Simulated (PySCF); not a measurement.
Acetate, C2H3O2 (anion, charge -1), SMILES CC(=O)[O-], CAM-B3LYP/def2-SVP optimised geometry.

```
7

C      0.36    -0.13     0.00
C     -0.22    -0.89    -1.24
O      0.62    -1.39    -2.01
O     -1.47    -0.91    -1.29
H     -0.01     0.91     0.00
H      1.47    -0.13     0.00
H     -0.01    -0.59     0.93
```

Density from CAM-B3LYP/def2-TZVPD run with PySCF at that geometry.

Minimum of the electron density along straight lines between bonded atoms, close to the bond critical point (lines longer than 1.1 times the sum of covalent radii, or with two minima, are not listed):

| bond | length / Å | ρ at the minimum / e bohr⁻³ | ∇²ρ there / e bohr⁻⁵ | position (fraction from the first atom) |
|---|---|---|---|---|
| C1–C2 | 1.568 | 0.234 | -0.57 | 0.51 |
| C2–O3 | 1.245 | 0.397 | -0.62 | 0.34 |
| C2–O4 | 1.246 | 0.396 | -0.63 | 0.34 |
| C1–H5 | 1.103 | 0.267 | -0.89 | 0.64 |
| C1–H6 | 1.101 | 0.271 | -0.91 | 0.64 |
| C1–H7 | 1.104 | 0.267 | -0.89 | 0.64 |
